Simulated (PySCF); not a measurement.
# Spinor energies of Zr(3+) (zirconium, charge +3)

Start: [Kr] 4d1; 4d3/2 filled at m_j = +3/2. Calculated with PySCF 2.14 in x2c-TZVPPall-2c (8s9p7d2f1g, 93 functions): generalised Hartree-Fock with the X2C-1e Hamiltonian and a Gaussian nucleus; one run each with spin-orbit coupling (SO) switched off, then screened by Boettger's factors.

```csv
spinor shell,electrons,"ε, spin-free (eV)","ε, screened SO (eV)",weight of nominal j (screened SO),"rms radius, screened SO (bohr)"
1s1/2,2,-18125.8,-18124.9,1.000,0.0426
2s1/2,2,-2607.5,-2607.2,1.000,0.176
2p1/2,2,-2322.1,-2381.3,1.000,0.154
2p3/2,4,-2322.1,-2294.1,1.000,0.158
3s1/2,2,-481.74,-481.65,1.000,0.488
3p1/2,2,-386.08,-395.93,1.000,0.489
3p3/2,4,-386.08,-381.36,1.000,0.499
3d3/2,4,-228.86,-230.50,0.999,0.493
3d5/2,6,-228.86,-227.65,1.000,0.497
4s1/2,2,-95.039,-95.003,1.000,1.29
4p1/2,2,-67.211,-69.203,0.981,1.42
4d3/2,1,-33.870,-33.951,0.991,1.98
```

Where does 4p3/2 lie, and what is the 4p spin-orbit splitting (screened SO)?

At -66.203 eV, 2.999 eV above 4p1/2.

```
   quantity    spin-free  screened SO
E (hartree)  -3594.54252  -3594.89243
        M_J          3/2          3/2
       ⟨J²⟩        4.896        3.798
       ⟨L²⟩        6.012        6.015
       ⟨S²⟩        0.752        0.758
```

Each row is a mean over spinors that exchange with the open shell spreads, by up to 3.181 eV (4p1/2).

Breit and QED terms are absent; they matter most for the inner s and p1/2 levels.

Densities and radii are taken from the X2C orbitals without a picture-change correction, which distorts them close to the nucleus.

Without spin-orbit coupling the j labels of p, d and f shells carry no meaning; the spin-free column gives the mean over the occupied spinors of each nl shell, and its ⟨J²⟩ belongs to a mixture of degenerate components.
